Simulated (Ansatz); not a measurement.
Geometry optimisation, Ansatz, RKS B3LYP-D4/STO-3G.

Input file:

```yaml
crystal:
  periodic: [false, false, false]
  atoms:
    - { symbol: Si, position_ang: [-1.0449, 1.0654, 1.0831] }
    - { symbol: C, position_ang: [0.1401, 0.8105, -0.297] }
    - { symbol: C, position_ang: [0.8802, -0.4675, -0.1953] }
    - { symbol: C, position_ang: [0.5366, -1.7198, -0.8777] }
    - { symbol: O, position_ang: [1.5013, -0.9086, -1.4351] }
    - { symbol: H, position_ang: [-1.7745, 2.4321, 0.8784] }
    - { symbol: H, position_ang: [-0.38, 1.118, 2.3928] }
    - { symbol: H, position_ang: [-2.0783, 0.0502, 1.0712] }
    - { symbol: H, position_ang: [-0.3809, 0.8696, -1.2141] }
    - { symbol: H, position_ang: [0.8629, 1.6438, -0.2799] }
    - { symbol: H, position_ang: [1.5205, -0.5398, 0.7266] }
    - { symbol: H, position_ang: [0.7762, -2.6746, -0.4335] }
    - { symbol: H, position_ang: [-0.5389, -1.714, -1.4047] }
basis:
  gaussian: { orbitals: STO-3G }
hamiltonian:
  xc: b3lyp
  dispersion: d4
relax:
  f_tol: 0.02
  max_steps: 40
scf:
  lower_state_search: "off"
```

Run as:

```bash
$ ansatz run input.yaml --threads 1 --pin off --max-ram 2048MiB --backend cpu --events-out ev --progress --plain --runs-dir out
```

Task: Where does it end, and by what steps?

Result: The run converged. The force dipped under the threshold on the way, but the program's further checks kept it going. Limits of this set-up: minimal basis. After 7 steps the energy has fallen by 0.792 eV; H12 moved furthest, 0.14 Å.

| step | energy less start (eV) | largest force component (eV/Å) | accepted |
| --- | --- | --- | --- |
| 0 | 0.0000 | 6.719 | yes |
| 1 | -0.7300 | 1.803 | yes |
| 2 | -0.7851 | 0.254 | yes |
| 3 | -0.7901 | 0.054 | yes |
| 4 | -0.7907 | 0.032 | yes |
| 5 | -0.7912 | 0.027 | yes |
| 6 | -0.7915 | 0.017 | yes |
| 7 | -0.7917 | 0.010 | yes |

```xyz
13
Properties=species:S:1:pos:R:3
Si -1.092 1.072 1.078
C 0.164 0.896 -0.318
C 0.959 -0.426 -0.221
C 0.428 -1.713 -0.810
O 1.543 -0.990 -1.459
H -1.777 2.338 0.964
H -0.415 1.014 2.353
H -2.058 0.001 1.008
H -0.344 0.929 -1.293
H 0.875 1.737 -0.294
H 1.604 -0.511 0.677
H 0.674 -2.678 -0.331
H -0.541 -1.704 -1.340
```

Run time: 61 s on 1 thread of Intel(R) Xeon(R) Processor @ 2.50GHz (Skylake/Cascade Lake), on a shared host, peak memory 0.13 GiB.
